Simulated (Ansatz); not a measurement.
Species: BNH2, charge 1, doublet. BNH2+ (parent SMILES B=N, doublet).
B3LYP-D3(BJ)/def2-TZVP minimum from Ansatz (an electronic-structure program):
```xyz
4

B      0.0000     0.0000    -0.7348
N      0.0000     0.0000     0.5701
H      0.0000     0.0000    -1.9032
H      0.0000     0.0000     1.5866
```
Charge +1, spin multiplicity 2.

Total energies in cc-pVQZ, 9 correlated electrons, 2 frozen orbitals. UHF or UKS for unpaired electrons; spin-orbit terms are left out. Correlated methods leave the cores frozen. No relativity. The spin of H2BN+ (parent SMILES B=N, doublet) was assumed, and the state is the lowest solution found for it.

```json
[
 {"method": "HF", "program": "Ansatz", "energy (Eh)": "-79.98490", "minus CCSDT(Q) (mEh)": "282.73"},
 {"method": "MP2", "program": "Ansatz", "energy (Eh)": "-80.23597", "minus CCSDT(Q) (mEh)": "31.67"},
 {"method": "CCSD", "program": "Ansatz", "energy (Eh)": "-80.25666", "minus CCSDT(Q) (mEh)": "10.97"},
 {"method": "CCSD(T)", "program": "Ansatz", "energy (Eh)": "-80.26648", "minus CCSDT(Q) (mEh)": "1.16"},
 {"method": "CCSDT(Q)", "program": "Ansatz", "energy (Eh)": "-80.26764", "minus CCSDT(Q) (mEh)": "0.00"}
]
```

Rough core times of Ansatz's runs on a shared machine: CCSD(T) under 20 s, CCSDT(Q) 60 min.
